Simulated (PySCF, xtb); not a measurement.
C₃H₅ClOSi, SMILES Cl[Si@@H]1CC=CO1. The values are those of a single conformer.

Harmonic wavenumbers (cm⁻¹) from GFN2-xTB in xtb at its own minimum, in rising order: 92, 142, 225, 403, 437, 545, 586, 667, 689, 736, 783, 799, 823, 840, 1006, 1046, 1084, 1149, 1219, 1265, 1452, 1689, 2338, 2964, 2994, 3108, 3132.

Question: What does B3LYP-D3(BJ)/def2-SVP in PySCF give at its own minimum? (The exact figures need the calculation; the answer reports its results.)

Answer: 86, 183, 254, 434, 473, 557, 660, 700, 733, 763, 775, 863, 875, 940, 953, 1055, 1103, 1186, 1207, 1356, 1407, 1678, 2290, 3030, 3084, 3198, 3220. Paired by order, the mean absolute difference is 45 cm⁻¹ and the zero-point energies are 46.1 and 47.3 kcal/mol.
